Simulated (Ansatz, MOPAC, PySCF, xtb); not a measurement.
Pair of molecules: NH3 (SMILES N) (first 4 atoms) with C2H6O (SMILES CCO); geometry from B3LYP-D3(BJ)/def2-TZVP.
(charge 0, multiplicity 1):
```csv
atom,x (Å),y (Å),z (Å)
N,0.0276,-0.0664,0.4609
H,-0.9204,-0.3453,0.2349
H,0.2749,0.7025,-0.1520
H,0.6387,-0.8444,0.2399
C,-0.1183,-1.2510,4.2242
C,-0.5005,0.2131,4.0476
O,0.3836,0.9132,3.1942
H,-0.7905,-1.7491,4.9283
H,0.9026,-1.3335,4.6010
H,-0.1721,-1.7842,3.2717
H,-1.5361,0.2840,3.6845
H,-0.4669,0.7240,5.0128
H,0.2772,0.5632,2.2883
```

Interaction energies are E(AB) − E(A) − E(B) at the monomers' geometry in the complex; basis-set methods are counterpoise corrected. Rows marked so take none.

Rows in 6-31G* carry no dispersion term and start afresh at each structure (6-31G* with six Cartesian d functions). The state reached by PM7 isn't checked; PM7 holds dispersion and hydrogen-bond terms.

Codes used: Ansatz (Gaussian basis) for Hartree–Fock, density functionals and correlated methods; MOPAC for PM7 (differences of heats of formation); PySCF for 6-31G* rows; xtb for the GFN methods. 

**Question.** One of these levels gives -8.22 kcal/mol for the interaction energy. Name it.
A) HF/6-31G* (no counterpoise)
B) revPBE/def2-TZVPPD
C) PM7
D) GFN-FF

**Answer.** D, GFN-FF. The others give -5.80 (PM7), -6.74 (HF/6-31G* (no counterpoise)), -4.72 (revPBE/def2-TZVPPD)

Ansatz is an electronic-structure program.
